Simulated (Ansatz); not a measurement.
Si(vinyl)2(NHMe)2 (C6H14N2Si). Total charge 0; singlet. Geometry PBE-D4/def2-SVP.

Cartesian coordinates in Å:
```
Si -0.051 -0.329 0.132
C -1.858 -0.780 0.430
C -2.726 0.097 0.976
H -2.242 -1.777 0.138
H -2.394 1.107 1.278
H -3.790 -0.142 1.148
C 0.282 -0.348 -1.725
C -0.678 -0.435 -2.669
H 1.336 -0.313 -2.065
H -1.750 -0.467 -2.400
H -0.451 -0.474 -3.749
N 0.887 -1.472 1.056
C 2.336 -1.503 1.108
H 0.436 -2.354 1.310
H 2.811 -2.183 0.359
H 2.727 -0.482 0.919
H 2.709 -1.808 2.112
N 0.415 1.250 0.702
C 0.371 2.504 -0.025
H 0.546 1.349 1.712
H 1.301 3.102 0.108
H 0.270 2.299 -1.111
H -0.487 3.161 0.257
```

**Question.** Estimate the orbital energies around the gap (eV) in Ansatz with PBE-D4/def2-SVP, PBE-D4/def2-TZVP, r2SCAN-D4/def2-TZVP, PBE0-D4/def2-SVP, PBE0-D4/def2-TZVP.

**Answer.** 
| orbital | PBE-D4/def2-SVP | PBE-D4/def2-TZVP | r2SCAN-D4/def2-TZVP | PBE0-D4/def2-SVP | PBE0-D4/def2-TZVP |
| --- | --- | --- | --- | --- | --- |
| HOMO−5 | -7.63 | -7.72 | -8.03 | -9.08 | -9.14 |
| HOMO−4 | -7.02 | -7.11 | -7.39 | -8.42 | -8.47 |
| HOMO−3 | -6.51 | -6.64 | -6.85 | -7.68 | -7.76 |
| HOMO−2 | -6.46 | -6.58 | -6.80 | -7.64 | -7.71 |
| HOMO−1 | -4.97 | -5.19 | -5.45 | -6.38 | -6.54 |
| HOMO | -4.90 | -5.11 | -5.36 | -6.28 | -6.44 |
| LUMO | -1.10 | -1.33 | -1.13 | -0.10 | -0.33 |
| LUMO+1 | -0.95 | -1.16 | -0.96 | 0.07 | -0.14 |
| LUMO+2 | 0.91 | 0.31 | 0.99 | 1.80 | 1.13 |
| LUMO+3 | 1.35 | 0.76 | 1.47 | 2.27 | 1.61 |
| LUMO+4 | 1.61 | 1.05 | 1.76 | 2.51 | 1.87 |
| LUMO+5 | 1.78 | 1.13 | 1.82 | 2.69 | 1.97 |
